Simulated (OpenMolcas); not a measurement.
Levels of C II by method

| Item | Value |
| --- | --- |
| Program | OpenMolcas |
| Basis | ANO-RCC-VQZP [5s4p3d2f1g] |
| Scalar Hamiltonian | DKH2, point nucleus |
| Active space | 3 electrons in 4 orbitals (2s 2p) |
| State averaging | 2S+1 = 4 odd, 1 root; 2S+1 = 2 odd, 11 roots; 2S+1 = 4 even, 3 roots; 2S+1 = 2 even, 9 roots |
| Spin-orbit coupling | state interaction with AMFI integrals over the reference wave functions, term energies averaged over their components |

Methods on the same reference wave functions:
A. CASSCF
B. SS-CASPT2, IPEA 0.25 Eh, imaginary shift 0.1 Eh (closed shells correlated: 1s)
C. MS-CASPT2, IPEA 0.25 Eh, imaginary shift 0.1 Eh (closed shells correlated: 1s)

Energies in eV above 2s2 2p 2P* 1/2, the measured ground level; measured values from NIST Handbook of Basic Atomic Spectroscopic Data.

| Level | A | B | C | Measured |
| --- | --- | --- | --- | --- |
| 2s2 2p 2P* 1/2 | 0.0000 | 0.0000 | 0.0000 | 0.0000 |
| 2s2 2p 2P* 3/2 | 0.0072 | 0.0072 | 0.0072 | 0.0079 |
| 2s 2p2 4P 1/2 | 4.6400 | 5.158 | 5.165 | 5.3317 |
| 2s 2p2 4P 3/2 | 4.6426 | 5.161 | 5.167 | 5.3345 |
| 2s 2p2 4P 5/2 | 4.6469 | 5.165 | 5.172 | 5.3380 |
| 2s 2p2 2D 3/2 | 10.0240 | 9.254 | 9.260 | 9.2905 |
| 2s 2p2 2D 5/2 | 10.0240 | 9.254 | 9.260 | 9.2901 |
| 2s 2p2 2S 1/2 | 12.7316 | 11.988 | 11.995 | 11.9637 |
| 2s 2p2 2P 1/2 | 15.0300 | 13.929 | 13.936 | 13.7156 |
| 2s 2p2 2P 3/2 | 15.0350 | 13.934 | 13.941 | 13.7208 |
| 2p3 4S* 3/2 | 17.2857 | 17.457 | 17.464 | 17.6091 |
| 2p3 2D* 3/2 | 20.0519 | 18.848 | 18.855 | 18.6555 |
| 2p3 2D* 5/2 | 20.0519 | 18.848 | 18.855 | 18.6549 |
| 2p3 2P* 1/2 | 22.9423 | 21.460 | 21.473 | 20.9198 |
| 2p3 2P* 3/2 | 22.9427 | 21.460 | 21.473 | 20.9221 |

Deviations, from unrounded energies. A percentage is the sum of absolute deviations over the sum of measured energies, with the sign that they share, or ± where signs differ.

```csv
Against measurement,Levels,A,B,C
mean absolute deviation (cm-1),14,8100,1500,1500
fine structure of the ground term (%),1,-8.7,-8.7,-8.0
other configurations (%),13,±8.3,±1.6,±1.6
```

B, C lie about equally close to measurement and A furthest from it. The largest miss of B in the table is 2p3 2P* 1/2, by +4400 cm-1. The ranking rests on the paired levels alone, and a cruder setting can come out closer through cancelling errors.

Between B and C the level of the table that moves most is 2p3 2P* 1/2, by 110 cm-1 (lowest in B, highest in C). Moves below CASPT2's spread within the term are not significant.

The mean deviations of B to C differ by less than CASPT2's widest spread within a term (600 cm-1), so their order carries little weight.

The lowest spin-free term lies below A's lowest term by 0.052 hartree in B, 0.052 hartree in C.

CASPT2 breaks the degeneracy within a term, and the mean is taken; among the terms shown or strongly mixed into the levels shown the widest spread is 600 cm-1 (2p3 2D*, C). Without dynamic correlation excited terms often stand tens of per cent too high (terms of higher spin than the ground term too low), and those without a measured partner can miss by more than the paired ones (holds for A). Computed and measured levels are paired by configuration, term and J; levels that our copy of the source lacks, or whose pairing is in doubt (as where it misses far off the trend of its configuration), stay unpaired and out of the deviations. Levels of configurations outside the active space are missing.

* marks odd parity.
